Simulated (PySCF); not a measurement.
**Field gradients at the hydrogen positions**

Compound: C₆H₉F₂N.
Structure used (GFN2-xTB), in Å, numbered top down from 1:
```
atom  x, y, z in Å
C1    -0.711   -1.678   -0.126
C2    -0.281   -0.296   -0.613
C3    -1.365    0.788   -0.466
C4    -0.671    1.917    0.335
N5     0.635    1.439    0.705
C6     0.834    0.293    0.218
C7     2.133   -0.418    0.457
F8     2.596   -0.980   -0.688
F9     1.980   -1.440    1.338
H10   -0.994   -1.641    0.924
H11    0.099   -2.393   -0.240
H12   -1.561   -2.026   -0.708
H13    0.067   -0.381   -1.649
H14   -2.219    0.398    0.085
H15   -1.715    1.147   -1.431
H16   -1.207    2.189    1.246
H17   -0.534    2.828   -0.252
H18    2.905    0.259    0.852
```

Level: PBE0/pcSseg-1 (PySCF, non-relativistic); Q(2H) = 0.00286 b; rigid geometry, the same for H and D, with no vibrational averaging.

Problem. Rank these positions by the coupling χzz of a deuteron there, largest first.
A. H13 (methine hydrogen)
B. H16 (methylene hydrogen)
C. H18 (methine hydrogen)
D. H15 (methylene hydrogen)

Solution. D (210 kHz), B (202 kHz), A (198 kHz), C (181 kHz).

Problem. Give the electric field gradient Vzz (the principal value of largest size), its asymmetry and the 2H coupling at each hydrogen.

Solution. 
```json
{"atom": "H10", "bonded to": "C1", "bond length (Å)": "1.088", "Vzz (au)": "0.3118", "η": "0.03", "χzz (kHz)": "210"}
{"atom": "H11", "bonded to": "C1", "bond length (Å)": "1.087", "Vzz (au)": "0.3117", "η": "0.03", "χzz (kHz)": "209"}
{"atom": "H12", "bonded to": "C1", "bond length (Å)": "1.088", "Vzz (au)": "0.3149", "η": "0.02", "χzz (kHz)": "212"}
{"atom": "H13", "bonded to": "C2", "bond length (Å)": "1.096", "Vzz (au)": "0.2945", "η": "0.00", "χzz (kHz)": "198"}
{"atom": "H14", "bonded to": "C3", "bond length (Å)": "1.089", "Vzz (au)": "0.3083", "η": "0.02", "χzz (kHz)": "207"}
{"atom": "H15", "bonded to": "C3", "bond length (Å)": "1.088", "Vzz (au)": "0.3126", "η": "0.01", "χzz (kHz)": "210"}
{"atom": "H16", "bonded to": "C4", "bond length (Å)": "1.092", "Vzz (au)": "0.3013", "η": "0.03", "χzz (kHz)": "202"}
{"atom": "H17", "bonded to": "C4", "bond length (Å)": "1.093", "Vzz (au)": "0.2999", "η": "0.03", "χzz (kHz)": "202"}
{"atom": "H18", "bonded to": "C7", "bond length (Å)": "1.100", "Vzz (au)": "0.2687", "η": "0.04", "χzz (kHz)": "181"}
```

Problem. How does χzz go with the bond length over the 9 C–H bonds?

Solution. A straight-line fit has a slope of -21.9 kHz for each 0.01 Å, with a correlation coefficient of -0.97, over lengths from 1.087 to 1.100 Å. The longer bonds have the smaller couplings here.

Geometry: GFN2-xTB, one conformer, isolated molecule. GFN2-xTB bond lengths can be off by several hundredths of an ångström, more for odd bonds, and the gradients follow them. The basis is small and wasn't made for field gradients, so the couplings can be 20 % off.
